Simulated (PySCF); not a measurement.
`[SiH3]C(Cl)=C=CCl`, C3H4Cl2Si

Molfile (atoms numbered from 1):
```
C3H4Cl2Si
     RDKit          3D

 10  9  0  0  0  0  0  0  0  0999 V2000
   -1.6857   -0.5511    0.1047 Si  0  0  0  0  0  4  0  0  0  0  0  0
   -0.2320    0.5656    0.4940 C   0  0  0  0  0  0  0  0  0  0  0  0
   -0.5335    1.8194    1.6708 Cl  0  0  0  0  0  0  0  0  0  0  0  0
    0.9388    0.4336   -0.0523 C   0  0  0  0  0  0  0  0  0  0  0  0
    2.0822    0.2591   -0.6424 C   0  0  0  0  0  0  0  0  0  0  0  0
    3.3149   -0.7693   -0.0114 Cl  0  0  0  0  0  0  0  0  0  0  0  0
   -2.1137   -1.2272    1.3536 H   0  0  0  0  0  0  0  0  0  0  0  0
   -1.2488   -1.5403   -0.9089 H   0  0  0  0  0  0  0  0  0  0  0  0
   -2.7983    0.2814   -0.4149 H   0  0  0  0  0  0  0  0  0  0  0  0
    2.3484    0.7490   -1.5710 H   0  0  0  0  0  0  0  0  0  0  0  0
  1  2  1  0
  2  3  1  0
  2  4  2  0
  4  5  2  0
  5  6  1  0
  1  7  1  0
  1  8  1  0
  1  9  1  0
  5 10  1  0
M  END
```

Level of theory: quadratic response CAM-B3LYP/def2-TZVPD first hyperpolarisability, Taylor convention, gas phase in PySCF 2.14.0. Geometry: PBE0-D3(BJ)/def2-TZVP.

Task: What is the first hyperpolarisability, and how does it disperse?

Result: In au, Taylor convention; the vector part is βᵢ = ⅓ Σⱼ (βᵢⱼⱼ + βⱼᵢⱼ + βⱼⱼᵢ); β∥ is 3/5 of the vector part along the dipole, the dipole points from − to +:
| process | λ (nm) | β vector norm | β∥ | β HRS | depolarisation ratio |
| --- | --- | --- | --- | --- | --- |
| static β(0;0,0) | ∞ | 143.2 | -46.5 | 55.3 | 6.59 |
| second harmonic β(−2ω;ω,ω) | 1907 | 150.3 | -48.4 | 58.1 | 6.51 |
| Pockels β(−ω;ω,0) | 1907 | 145.5 | -47.1 | – | – |
| second harmonic β(−2ω;ω,ω) | 1064 | 168.3 | -53.0 | 65.4 | 6.30 |
| Pockels β(−ω;ω,0) | 1064 | 150.8 | -48.5 | – | – |

Task: Which lowest excitations, dipole and polarisabilities go with it?

Result: S1 4.84 eV (f = 0.000); S2 5.20 eV (f = 0.000); S3 5.88 eV (f = 0.002); dipole 1.50 D; isotropic α 99.9 au static, 100.3 au at 1907 nm, 101.3 au at 1064 nm, 101.6 au at 953.5 nm, 105.7 au at 532 nm.
